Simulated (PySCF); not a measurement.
PySCF job for Si(OH)4 cation (H4O4Si), SMILES O[Si](O)(O)O (connectivity only; charge and spin as stated), charge +1, multiplicity 2, ωB97X-D3(BJ)/def2-SVP. Geometry: ωB97X-D3(BJ)/def2-SVP. The multiplicity is an assumed one; no other spin state was optimised. The isomer is the one that the SMILES or the coordinates give; other isomers of the formula were not compared. The values are those of a single conformer.

```python
import numpy as np
from pyscf import gto, scf, dft, df
from pyscf.hessian import thermo

mol = gto.M(
    atom='''
    O    -1.09284154    0.15559831    1.11140881
    Si   -0.00000000    0.00000001   -0.18693652
    O     0.14772521    1.40599788   -0.92218418
    O    -0.14772521   -1.40599786   -0.92218423
    O     1.09284155   -0.15559835    1.11140879
    H    -1.17442537    1.01976824    1.56547558
    H     0.55062183    1.62795155   -1.77071667
    H    -0.55062184   -1.62795149   -1.77071673
    H     1.17442538   -1.01976831    1.56547553
    ''',
    basis='def2-SVP',
    charge=1,
    spin=1,
    max_memory=1600,
    verbose=3,
)
mf = dft.UKS(mol, xc='wb97x-d3bj').density_fit(auxbasis='def2-universal-jkfit')
mf.grids.level = 3
mf.conv_tol = 1e-11
mf.max_cycle = 100
mf.kernel()
fine, coarse = mf.grids, dft.Grids(mol).set(level=1).build(with_non0tab=True)
for _ in range(3):  # follow internal instabilities
    mf.grids = coarse
    mo, _, stable, _ = mf.stability(return_status=True, nroots=4)
    mf.grids = fine
    if stable:
        break
    mf.kernel(mf.make_rdm1(mo, mf.mo_occ))

# analytic Hessian; the response equations are solved on a coarser grid
h, args, fine = mf.Hessian(), (mf.mo_energy, mf.mo_coeff, mf.mo_occ), mf.grids
h.max_memory = max(150, 2.5e-5 * df.make_auxmol(mol, mf.with_df.auxbasis).nao * mol.nelec[0] * (mol.nelec[0] + mol.nao))  # MB; small integral blocks
h1ao = h.make_h1(mf.mo_coeff, mf.mo_occ)
mf.grids = dft.Grids(mol).set(level=1).build(with_non0tab=True)
mo1, mo_e1 = h.solve_mo1(*args, h1ao)
mf.grids = fine
hess = h.hess_elec(*args, mo1, mo_e1, h1ao) + h.hess_nuc()
if mf.do_disp():
    hess += h.get_dispersion()
for i in range(mol.natm):  # the analytic DFT Hessian lacks the response of the grid: restore translational invariance
    hess[i, i] -= hess[i].sum(axis=0)
hess = (hess + hess.transpose(1, 0, 3, 2)) / 2
vib = thermo.harmonic_analysis(mol, hess, imaginary_freq=False)
thermo.dump_normal_mode(mol, vib)
th = thermo.thermo(mf, vib['freq_au'][vib['freq_au'] > 0], 298.15, 101325)
thermo.dump_thermo(mol, th)
g0 = mf.nuc_grad_method().set(verbose=0).kernel()

# dipole derivatives [dipole axis, atom, xyz] from the same response
r, irp = mol.intor('int1e_r'), mol.intor('int1e_irp').reshape(3, 3, mol.nao, mol.nao)
sl, dm0, ok = mol.aoslice_by_atom(), np.array(mf.make_rdm1()), []
dmu = np.einsum('a,xt->xat', mol.atom_charges(), np.eye(3))
for a, (_, _, p0, p1) in enumerate(sl):
    dmu[:, a] += 2 * np.einsum('xtij,ij->xt', irp[:, :, :, p0:p1], dm0.reshape(-1, mol.nao, mol.nao).sum(0)[:, p0:p1])
    for u, c, occ, f in zip(mo1, mf.mo_coeff, mf.mo_occ, (2, 2)):
        dmu[:, a] -= f * np.einsum('tui,xuv,vi->xt', u[a], r, c[:, occ > 0], optimize=True)
L = vib['norm_mode']
ir = 974.8801 * (np.einsum('xat,kat->kx', dmu, L) ** 2).sum(1)       # km/mol
apt = np.einsum('xax->a', dmu) / 3
print('mode   freq/cm-1   IR/(km/mol)')
for k, w in enumerate(vib['freq_wavenumber']):
    print(f'{k + 1:4d} {w:11.2f} {ir[k]:13.3f}')
print('max |gradient| / (hartree/bohr):', abs(g0).max())
print('APT charges:', apt.round(4))
```

It prints:

```

WARN: HOMO -0.409811649976024 >= LUMO -0.409811649976024

converged SCF energy = -592.333028081535  <S^2> = 0.75703949  2S+1 = 2.0070271
<class 'pyscf.df.df_jk.DFUKS'> wavefunction is stable in the internal stability analysis

WARN: DFTD3 does not support analytical Hessian, using finite difference


WARN: Mole.unit (angstrom) is changed to Bohr

Mode                                 0                   1                   2
Irrep
Freq [cm^-1]                      203.5263            247.0439            266.6240
Reduced mass [au]                   4.7214              1.4821              2.3568
Force const [Dyne/A]                0.1152              0.0533              0.0987
Char temp [K]                     292.8290            355.4411            383.6126
Normal mode                   x     y     z       x     y     z       x     y     z
       0   O                 0.01  0.12 -0.00    0.01  0.01 -0.02   -0.06 -0.02 -0.08
       1  Si                -0.00  0.00  0.01    0.05 -0.02  0.00    0.00 -0.00 -0.02
       2   O                -0.11  0.01 -0.01   -0.09 -0.01 -0.01    0.02  0.05  0.08
       3   O                 0.11 -0.01 -0.01   -0.09 -0.01  0.01   -0.02 -0.05  0.08
       4   O                -0.01 -0.12 -0.00    0.01  0.01  0.02    0.06  0.02 -0.08
       5   H                 0.08  0.15 -0.06    0.01  0.03 -0.06   -0.13 -0.01 -0.10
       6   H                 0.16  0.05  0.13    0.45  0.19  0.29    0.27  0.18  0.24
       7   H                -0.16 -0.05  0.13    0.45  0.19 -0.29   -0.27 -0.18  0.24
       8   H                -0.08 -0.15 -0.06    0.01  0.03  0.06    0.13  0.01 -0.10
Mode                                 3                   4                   5
Irrep
Freq [cm^-1]                      278.7531            292.9940            314.1163
Reduced mass [au]                   3.2634              1.5034              3.5671
Force const [Dyne/A]                0.1494              0.0760              0.2074
Char temp [K]                     401.0637            421.5532            451.9435
Normal mode                   x     y     z       x     y     z       x     y     z
       0   O                -0.00  0.07 -0.01   -0.00  0.05 -0.03    0.02  0.04  0.06
       1  Si                 0.04 -0.08 -0.00   -0.00  0.00 -0.02   -0.12 -0.02  0.00
       2   O                -0.02 -0.02  0.10    0.00  0.05  0.07    0.06 -0.02  0.04
       3   O                -0.02 -0.02 -0.10   -0.00 -0.05  0.07    0.06 -0.02 -0.04
       4   O                -0.00  0.07  0.01    0.00 -0.05 -0.03    0.02  0.04 -0.06
       5   H                 0.03  0.19 -0.21    0.04  0.08 -0.08   -0.01  0.09 -0.07
       6   H                -0.23  0.04  0.02   -0.52  0.11 -0.16    0.29 -0.03  0.15
       7   H                -0.23  0.04 -0.02    0.52 -0.11 -0.16    0.29 -0.03 -0.15
       8   H                 0.03  0.19  0.21   -0.04 -0.08 -0.08   -0.01  0.09  0.07
Mode                                 6                   7                   8
Irrep
Freq [cm^-1]                      349.9290            441.4905            583.0280
Reduced mass [au]                   3.2833              1.2494              6.1431
Force const [Dyne/A]                0.2369              0.1435              1.2303
Char temp [K]                     503.4700            635.2066            838.8475
Normal mode                   x     y     z       x     y     z       x     y     z
       0   O                -0.11  0.03 -0.04   -0.06  0.04  0.01   -0.08 -0.01  0.13
       1  Si                 0.00 -0.00  0.08    0.01 -0.02  0.00    0.07  0.00  0.00
       2   O                -0.00 -0.05 -0.02    0.01 -0.02  0.01    0.02 -0.01 -0.02
       3   O                 0.00  0.05 -0.02    0.01 -0.02 -0.01    0.02 -0.01  0.02
       4   O                 0.11 -0.03 -0.04   -0.06  0.04 -0.01   -0.08 -0.01 -0.13
       5   H                -0.25  0.04 -0.09    0.47 -0.11  0.39   -0.18  0.09 -0.05
       6   H                -0.10 -0.20 -0.11    0.05  0.03  0.04    0.02  0.10  0.01
       7   H                 0.10  0.20 -0.11    0.05  0.03 -0.04    0.02  0.10 -0.01
       8   H                 0.25 -0.04 -0.09    0.47 -0.11 -0.39   -0.18  0.09  0.05
Mode                                 9                  10                  11
Irrep
Freq [cm^-1]                      598.6027            617.2042            633.8346
Reduced mass [au]                   1.2162              1.2107              1.4187
Force const [Dyne/A]                0.2568              0.2717              0.3358
Char temp [K]                     861.2560            888.0194            911.9469
Normal mode                   x     y     z       x     y     z       x     y     z
       0   O                -0.02 -0.00  0.02    0.04 -0.01  0.04   -0.04  0.01 -0.01
       1  Si                 0.03 -0.02 -0.00   -0.00  0.00 -0.00    0.00 -0.00  0.01
       2   O                -0.03  0.05  0.02    0.01 -0.04 -0.02    0.01 -0.09 -0.02
       3   O                -0.03  0.05 -0.02   -0.01  0.04 -0.02   -0.01  0.09 -0.02
       4   O                -0.02 -0.00 -0.02   -0.04  0.01  0.04    0.04 -0.01 -0.01
       5   H                 0.03  0.03 -0.03   -0.32  0.21 -0.43    0.18 -0.09  0.20
       6   H                 0.19 -0.60 -0.06   -0.04  0.27  0.05   -0.10  0.49  0.10
       7   H                 0.19 -0.60  0.06    0.04 -0.27  0.05    0.10 -0.49  0.10
       8   H                 0.03  0.03  0.03    0.32 -0.21 -0.43   -0.18  0.09  0.20
Mode                                12                  13                  14
Irrep
Freq [cm^-1]                      777.9097            782.7965            790.5100
Reduced mass [au]                   3.8539              1.1962              1.4197
Force const [Dyne/A]                1.3741              0.4319              0.5227
Char temp [K]                    1119.2389           1126.2699           1137.3679
Normal mode                   x     y     z       x     y     z       x     y     z
       0   O                 0.10  0.01 -0.08    0.02  0.05 -0.01   -0.01  0.04  0.04
       1  Si                 0.00 -0.00  0.04    0.01 -0.01 -0.00   -0.00  0.00 -0.03
       2   O                -0.01 -0.06  0.04   -0.01 -0.02  0.03    0.01  0.06 -0.04
       3   O                 0.01  0.06  0.04   -0.01 -0.02 -0.03   -0.01 -0.06 -0.04
       4   O                -0.10 -0.01 -0.08    0.02  0.05  0.01    0.01 -0.04  0.04
       5   H                -0.24 -0.15  0.15   -0.45 -0.21  0.40   -0.45 -0.15  0.31
       6   H                -0.02 -0.06  0.04    0.01 -0.06  0.03   -0.02  0.14 -0.03
       7   H                 0.02  0.06  0.04    0.01 -0.06 -0.03    0.02 -0.14 -0.03
       8   H                 0.24  0.15  0.15   -0.45 -0.21 -0.40    0.45  0.15  0.32
Mode                                15                  16                  17
Irrep
Freq [cm^-1]                     1043.8006           1146.6735           3715.0031
Reduced mass [au]                   6.8370              9.3879              1.0701
Force const [Dyne/A]                4.3889              7.2727              8.7012
Char temp [K]                    1501.7967           1649.8079           5345.0623
Normal mode                   x     y     z       x     y     z       x     y     z
       0   O                -0.03  0.01  0.04   -0.00 -0.01 -0.00   -0.01  0.04  0.02
       1  Si                 0.00  0.00 -0.13    0.02  0.13  0.00    0.00 -0.00  0.00
       2   O                -0.02 -0.08  0.06   -0.02 -0.10  0.06   -0.00  0.00  0.00
       3   O                 0.02  0.08  0.06   -0.02 -0.10 -0.06   -0.00  0.00 -0.00
       4   O                 0.03 -0.01  0.04   -0.00 -0.01  0.00   -0.01  0.04 -0.02
       5   H                -0.09  0.00  0.04    0.05  0.03 -0.05    0.06 -0.60 -0.32
       6   H                -0.00 -0.20  0.04   -0.00 -0.14  0.06   -0.00 -0.00  0.00
       7   H                 0.00  0.20  0.04   -0.00 -0.14 -0.06   -0.00 -0.00 -0.00
       8   H                 0.09 -0.00  0.04    0.05  0.03  0.05    0.06 -0.60  0.32
Mode                                18                  19                  20
Irrep
Freq [cm^-1]                     3740.0220           3910.8040           3919.9634
Reduced mass [au]                   1.0673              1.0696              1.0699
Force const [Dyne/A]                8.7964              9.6384              9.6860
Char temp [K]                    5381.0589           5626.7762           5639.9546
Normal mode                   x     y     z       x     y     z       x     y     z
       0   O                 0.00 -0.04 -0.02    0.00  0.00 -0.00    0.00 -0.00 -0.00
       1  Si                 0.00 -0.00 -0.00   -0.00  0.00  0.00   -0.00  0.00 -0.00
       2   O                 0.00 -0.00 -0.00   -0.02 -0.01  0.04   -0.02 -0.01  0.04
       3   O                -0.00  0.00 -0.00   -0.02 -0.01 -0.04    0.02  0.01  0.04
       4   O                -0.00  0.04 -0.02    0.00  0.00  0.00   -0.00  0.00 -0.00
       5   H                -0.06  0.60  0.32   -0.00 -0.00  0.00   -0.00  0.02  0.01
       6   H                -0.01 -0.00  0.02    0.28  0.17 -0.60    0.28  0.17 -0.60
       7   H                 0.01  0.00  0.02    0.28  0.17  0.60   -0.28 -0.17 -0.60
       8   H                 0.06 -0.60  0.32   -0.00 -0.00 -0.00    0.00 -0.02  0.01
temperature 298.1500 [K]
pressure 101325.00 [Pa]
Rotational constants [GHz] 4.44195 4.16734 3.35891
Symmetry number 2
Zero-point energy (ZPE) 0.05617 [Eh]   147467.433 [J/mol]
                           tot       elec      trans        rot        vib
Entropy [J/mol/K]       334.669      5.763    165.686    103.230     59.991
Cv [J/mol/K]            108.647      0.000     12.472     12.472     83.703
Cp [J/mol/K]            116.961      0.000     20.786     12.472     83.703
Internal energy [J/mol]                      3718.434   3718.434 158877.635
Internal energy [Eh]   -592.26968  -592.33303
Enthalpy [J/mol]                             6197.391   3718.434 158877.635
Enthalpy [Eh]          -592.26874
Gibbs free energy [J/mol]                  -43201.780 -27059.508 140991.399
Gibbs free energy [Eh] -592.30674
mode   freq/cm-1   IR/(km/mol)
   1      203.53         5.288
   2      247.04       231.567
   3      266.62         1.154
   4      278.75        28.225
   5      292.99       102.381
   6      314.12        18.096
   7      349.93        10.382
   8      441.49        61.439
   9      583.03       136.234
  10      598.60       373.497
  11      617.20       141.776
  12      633.83        31.029
  13      777.91        88.411
  14      782.80       163.669
  15      790.51        40.579
  16     1043.80       197.923
  17     1146.67       199.243
  18     3715.00       731.815
  19     3740.02       208.940
  20     3910.80       227.755
  21     3919.96       457.989
max |gradient| / (hartree/bohr): 8.66585480504335e-05
APT charges: [-0.3419  1.5644 -0.8216 -0.8216 -0.3419  0.4371  0.4444  0.4444  0.4371]
```

The calculation finished and met its thresholds.
